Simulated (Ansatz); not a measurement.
C3H7InO, singlet, geometry from GFN2-xTB (such geometries of metal compounds can be far from the true shape) (all electrons, no relativity), with bond 5-2 at 2.4 times its length; CASSCF(6,6)/STO-3G (Ansatz, a program for electronic structure).

Input for Ansatz:
Ansatz 0.2 input:
```yaml
crystal:
  periodic: [false, false, false]
  atoms:
    - {symbol: In, position_ang: [0.16031219, 0.01237711, 0.20286334]}
    - {symbol: C, position_ang: [1.75212666, -0.14461263, 1.75531925]}
    - {symbol: H, position_ang: [1.87846004, -1.17533587, 2.07741051]}
    - {symbol: H, position_ang: [1.39050123, 0.46902157, 2.57592946]}
    - {symbol: H, position_ang: [4.01698940, 0.78480897, 0.85210961]}
    - {symbol: C, position_ang: [-0.23270216, -0.82068495, -1.83921095]}
    - {symbol: C, position_ang: [-1.33304992, -0.54143501, -2.51113139]}
    - {symbol: H, position_ang: [0.52165223, -1.47125158, -2.26320591]}
    - {symbol: H, position_ang: [-1.53119570, -0.94075593, -3.50048851]}
    - {symbol: H, position_ang: [-2.10236794, 0.10717773, -2.10732200]}
    - {symbol: O, position_ang: [-1.22803504, 1.22115559, 0.88717105]}
    - {symbol: H, position_ang: [-2.00213408, 1.43317039, 0.37116107]}
basis:
  gaussian:
    orbitals: STO-3G
hamiltonian:
  xc: hf
magnetization: {spin_polarized: false}
correlation: {active_space: {window: {electrons: 6, orbitals: 6}}}
```

What the program printed (banner, timings and long lists left out):

```
Functional definition: HF
737 factors; integrals over basis functions are off by at most 7.4e-5 eV
mean field evaluation 1: about -159796.8178 eV, gradient 3.0e1 eV
mean field evaluation 2: about -159796.9148 eV, gradient 3.0e1 eV
mean field evaluation 4: about -159801.7264 eV, gradient 6.3e0 eV
mean field evaluation 8: about -159801.9336 eV, gradient 8.9e-2 eV
mean field evaluation 16: about -159792.8115 eV, gradient 1.3e1 eV
mean field -159801.92828450 eV, -5872.6125468179 hartree, gradient 3.0e-6 eV, S^2 0.000000; 2 other end points of the search recorded, 0 dependent functions left out
reference -159801.92828450 eV, -5872.6125468179 hartree; 41, 41 occupied and 13, 13 virtual orbitals, 737 factors
state -159808.34026372 eV, -5872.8481827080 hartree
the orbitals are reached from a further start. From the first start the search ends at -159808.27216007 eV, -5872.8456799452 hartree
Total energy: -159808.34026372 eV, -5872.8481827080 hartree
```
